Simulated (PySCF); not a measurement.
## TcNCl₄, singlet: computed properties

Level of theory: B3LYP/[Tc def2-SVP with ECP28, N def2-SVP, Cl def2-SVP], scalar-relativistic core potentials, density fitting, no spin–orbit coupling, PySCF.

The structure is a minimum.

Coordinates in bohr (charge 0 multiplicity 1):
```
Tc    0.0000    0.0000    0.3368
N     0.0000    0.0000    3.3585
Cl    4.2801    0.0000   -0.5745
Cl    0.0000    4.2801   -0.5745
Cl   -4.2801    0.0000   -0.5745
Cl    0.0000   -4.2801   -0.5745
```

| Quantity | Value |
| --- | --- |
| Point group | C4v |
| Bond lengths | Tc–Cl 2.316 Å (×4), Tc–N 1.599 Å |
| Bond angles | Cl–Tc–Cl 87.5° (×4), Cl–Tc–Cl 156.0° (×2), Cl–Tc–N 102.0° (×4) |
| Principal quadrupole moments (Buckingham, traceless) about the centre of mass | -0.77, -0.77, 1.53 D Å |
| Dipole moment | 0.06 D |
| Rotational symmetry number | 4 |
| Entropy at 298.15 K and 1 bar | 383.9 J/(mol K) |
| Principal polarisabilities | 59.7, 117.2, 117.2 bohr³ |
| Highest occupied level | -8.54 eV |
| Enthalpy at 298.15 K above 0 K | 24.53 kJ/mol |
| Zero-point energy | 23.5 kJ/mol |
| Rotational constants | 0.04023, 0.04023, 0.02349 cm⁻¹ |
| Atomisation energy without zero-point energy | 1670 kJ/mol |
| Heat capacity Cp at 298.15 K | 114.2 J/(mol K) |
| Lowest empty level | -6.60 eV |

Harmonic modes (masses in u: Tc 98.907, N 14.003, Cl 34.969):
```json
{"symmetry": "b1", "ω (cm⁻¹)": "60", "IR (km/mol, summed over degenerate members)": "0.0", "μ (u)": "34.97", "type": "bend"}
{"symmetry": "e", "ω (cm⁻¹)": "147", "IR (km/mol, summed over degenerate members)": "32.3", "μ (u)": "37.35", "type": "bend"}
{"symmetry": "a1", "ω (cm⁻¹)": "180", "IR (km/mol, summed over degenerate members)": "0.3", "μ (u)": "42.04", "type": "bend"}
{"symmetry": "b2", "ω (cm⁻¹)": "217", "IR (km/mol, summed over degenerate members)": "0.0", "μ (u)": "34.97", "type": "bend"}
{"symmetry": "e", "ω (cm⁻¹)": "285", "IR (km/mol, summed over degenerate members)": "4.4", "μ (u)": "16.15", "type": "bend"}
{"symmetry": "b1", "ω (cm⁻¹)": "293", "IR (km/mol, summed over degenerate members)": "0.0", "μ (u)": "34.97", "type": "stretch"}
{"symmetry": "a1", "ω (cm⁻¹)": "366", "IR (km/mol, summed over degenerate members)": "2.0", "μ (u)": "36.23", "type": "stretch"}
{"symmetry": "e", "ω (cm⁻¹)": "381", "IR (km/mol, summed over degenerate members)": "216", "μ (u)": "45.63", "type": "stretch"}
{"symmetry": "a1", "ω (cm⁻¹)": "1187", "IR (km/mol, summed over degenerate members)": "16.6", "μ (u)": "15.73", "type": "stretch"}
```

In C4v the vibrations span 2b1 + 3e + 3a1 + b2. The b1, b2 modes carry no infrared intensity, as symmetry demands.

Charges (e):
```csv
atom,Mulliken,Löwdin,polar tensor,Mayer order to Tc1
Tc1,0.30,-0.89,2.00,–
N2,-0.02,0.18,-0.22,2.75
"Cl3,4,5,6",-0.07,0.18,-0.44,1.16
```

Mulliken populations on Tc1 (electrons outside its core potential): s 2.43, p 6.85, d 5.38, f 0.04.

Outer orbital energies (eV). occupied: -10.71, -9.88, -9.28, -9.28, -9.19, -9.02, -9.02, -8.54; empty: -6.60, -3.80, -3.80, -3.67.

Formally Tc is in oxidation state +7, d0. The polar-tensor charge on Tc, 2.00, is far below the formal one.

This need not be the most stable arrangement of these atoms.

The final relaxation and frequency run took about 3 core-minutes on a shared host.
